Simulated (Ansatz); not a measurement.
`F[Si]S` + `[SiH3]N[SiH3]` → `[SiH3]N([SiH3])[Si]S` + H–F at 600 K and 1 bar (ligand exchange at the Si–F bond).

Isolated molecules relaxed with PBE0-D4/def2-TZVP in Ansatz; ΔE leaves out vibrations. CCSD(T)/CBS adds triple-zeta CCSD(T) − MP2 to the extrapolated MP2 energy (def2 sets, frozen cores). This one scheme is used for every species. One conformer a species, not always the lowest.

```tsv
species	CCSD(T)/CBS energy (Eh)	H − E (kJ/mol)	S (J/(mol·K))
`F[Si]S`	-787.30018	64.6	328.1
`[SiH3]N[SiH3]`	-637.10515	230.1	420.5
`[SiH3]N([SiH3])[Si]S`	-1323.98626	254.6	519.2
H–F	-100.39570	42.3	194.0
```

H − E and S are ideal-gas, rigid-rotor, harmonic terms from PBE0-D4/def2-TZVP, for one conformer and one mirror image of each species. 1 Eh = 2625.50 kJ/mol, R = 8.31446 J/(mol·K).

By hand: ΔE, ΔH, ΔS and ΔG.

ΔE = (-1323.98626) + (-100.39570) − (-787.30018) − (-637.10515) = 0.02337 Eh = 61.4 kJ/mol. Δ(H − E) = 254.6 + 42.3 − 64.6 − 230.1 = 2.2, so ΔH = 63.6 kJ/mol. ΔS = 519.2 + 194.0 − 328.1 − 420.5 = -35.4 J/(mol·K). ΔG = 63.6 − 600 × (-35.4)/1000 = 84.8 kJ/mol.

By hand: the equilibrium constant, and the temperature at which ΔG would vanish if ΔH and ΔS stayed fixed.

log₁₀ K = −ΔG/(RT ln 10) = -7.4. ΔH and −TΔS have one sign here, so there is no such temperature.

TΔS isn't small against ΔH here. A doubt of 5 kJ/mol in ΔE shifts log₁₀ K by 0.4 here. Other conformers and mirror images would add mixing entropy, several J/(mol·K) or more a flexible species. Modes under 60 cm⁻¹, often nearly free rotors, make the harmonic entropy too high. These are equilibria of isolated gas molecules and say nothing of rates. Largest T1 diagnostic: 0.015 (customary marks: 0.02 for closed shells, 0.045 for open ones).
